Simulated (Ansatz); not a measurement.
A set of 12 reactions (hydrolysis), with CCSD(T)/CBS values in kJ/mol:

```json
{"reaction": "`O/C=C/[SiH2][SiH3]` + H₂O → `O/C=C/[SiH2]O` + SiH₄", "ΔE": "-93.6"}
{"reaction": "`F[SiH2]O[SiH2][SiH3]` + H₂O → `O[SiH2][SiH3]` + `O[SiH2]F`", "ΔE": "22.3"}
{"reaction": "`CO[SiH](N)Br` + H₂O → `CO[SiH](O)Br` + NH₃", "ΔE": "-44.7"}
{"reaction": "`C[S][Cd][F]` + H₂O → `[OH][Cd][F]` + CH₃SH", "ΔE": "83.5"}
{"reaction": "`N[SiH2]C(F)[TeH]` + H₂O → `O[SiH2]C(F)[TeH]` + NH₃", "ΔE": "-36.0"}
{"reaction": "`N[Si](O)(F)F` + H₂O → `O[Si](O)(F)F` + NH₃", "ΔE": "-39.2"}
{"reaction": "`[CH3][Ge]([NH2])([F])[Cl]` + H₂O → `[CH3][Ge]([NH2])([OH])[F]` + HCl", "ΔE": "38.1"}
{"reaction": "`N[SiH](Br)CO` + H₂O → `N[SiH](O)Br` + CH₃OH", "ΔE": "-110.1"}
{"reaction": "`B[CH2][GeH2][SeH]` + H₂O → `[OH][GeH2][SeH]` + `BC`", "ΔE": "-16.6"}
{"reaction": "`[F][Ti]([SH])([Cl])[Cl]` + H₂O → `[OH][Ti]([F])([SH])[Cl]` + HCl", "ΔE": "19.7"}
{"reaction": "`F[Si](Cl)(Br)Br` + H₂O → `O[Si](Cl)(Br)Br` + H–F", "ΔE": "32.0"}
{"reaction": "`OBCCCl` + H₂O → `OBCO` + `CCl`", "ΔE": "67.2"}
```

Isolated molecules relaxed with PBE0-D4/def2-TZVP in Ansatz; ΔE leaves out vibrations. CCSD(T)/CBS is the MP2 limit (def2-TZVPP, def2-QZVPP) plus CCSD(T) − MP2 in def2-TZVPP, frozen cores. This one scheme is used for every species. Double bonds are as drawn, so ΔE can hold a change between cis and trans. Functionals use def2-TZVPP. B3LYP here is the variant with VWN-RPA as its local correlation; programs differ in this. def2 core potentials past Kr. For Br, Cd, Ge, Se, Te, Ti outer-core shells are correlated without core-valence functions, which leaves a few kJ/mol of doubt a bond. Scalar relativity is left out up to krypton. One conformer a species, not always the lowest.

(1) Give the mean, mean absolute and largest difference (level minus CCSD(T)/CBS, kJ/mol) for: PBE-D4, r2SCAN-D4, B3LYP-D4, ωB97X-V, B2PLYP, PBE, PBE0, MP2/def2-TZVPP, SCS-MP2/def2-TZVPP, CCSD(T)/def2-TZVPP, SCS-MP2/def2-QZVPP, HF/CBS(def2), MP2/CBS(def2), CCSD/CBS(def2). (Estimate.)

The largest T1 diagnostic in the set is 0.026, for `[F][Ti]([SH])([Cl])[Cl]` (customary mark 0.02).

CCSD(T)/CBS is a level of theory with its own doubt, and the functionals carry their triple-zeta basis error, so these figures describe this set and don't rank the functionals.

## Answers

(1) The calculation gave: 
```
             level   mean  mean absolute  largest
            PBE-D4    1.0            5.5     18.5
         r2SCAN-D4   -3.5            4.4    -12.2
          B3LYP-D4   -3.4            4.0    -11.9
           ωB97X-V   -5.1            5.4    -13.9
            B2PLYP   -6.3            6.7    -16.2
               PBE   -1.9            6.8     15.5
              PBE0   -1.5            4.4    -11.7
    MP2/def2-TZVPP   -1.3            2.9     -9.9
SCS-MP2/def2-TZVPP   -4.9            4.9    -14.7
CCSD(T)/def2-TZVPP   -3.1            3.1     -6.1
SCS-MP2/def2-QZVPP   -3.2            3.5    -12.5
      HF/CBS(def2)  -12.6           13.7    -32.2
     MP2/CBS(def2)    1.9            3.6      9.6
    CCSD/CBS(def2)   -1.6            1.8     -5.9
```
